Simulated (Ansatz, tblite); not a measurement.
Cost and result up the ladder for the cluster Te₅Pb₄ (the lowest singlet isomer of a short search) (9 atoms). Total charge 0; singlet. Geometry: PBE-D4/def2-SVP.

```xyz
9

Pb   -2.6891    0.1965    0.4936
Pb   -0.1054    0.6355   -2.5979
Pb    0.1540   -2.6676    0.1628
Pb    0.7208    1.8293    2.1176
Te    3.1625    0.8830    0.7534
Te   -1.9675   -1.6773   -1.8217
Te   -0.5987   -0.8868    2.4529
Te   -0.8719    2.5015   -0.3808
Te    2.1952   -0.8140   -1.1798
```

Ansatz on 4 threads of Intel Xeon on a shared host; xTB runs through tblite on one thread. Times are rough, summed over both states, and most runs start from the orbitals of an earlier one. PBE0-D4/def2-SVP serves as the yardstick here, not as an exact answer. The other state is a doublet.

In the def2 sets Pb, Te take a core potential; there is no spin–orbit coupling. The xTB rows come from tblite. HOMO above LUMO, or a gap near zero within one spin, warns that the state may not be the lowest or that an electron is smeared out. The structure comes from a short search, and lower isomers may exist.

Raw xTB energies of ions are shifted by several eV.

```
               level  functions  vertical IE (eV)  difference from PBE0-D4/def2-SVP (eV)                                     remarks
            GFN2-xTB         61             10.71                                   3.82                                           –
LDA (SPW92)/def2-SVP        234              6.84                                  -0.05  gap within one spin near zero (+1 doublet)
            GFN1-xTB         61             10.11                                   3.22                                           –
     PBE-D4/def2-SVP        234              6.62                                  -0.27  gap within one spin near zero (+1 doublet)
    PBE0-D4/def2-SVP        234              6.89                                   0.00                                           –
```

Task: Estimate how long each takes.

Result: GFN1-xTB 0.062 s; GFN2-xTB 0.092 s; LDA (SPW92)/def2-SVP 17 s; PBE-D4/def2-SVP 33 s; PBE0-D4/def2-SVP 87 s. On shared hardware such times vary by a factor of up to 3.
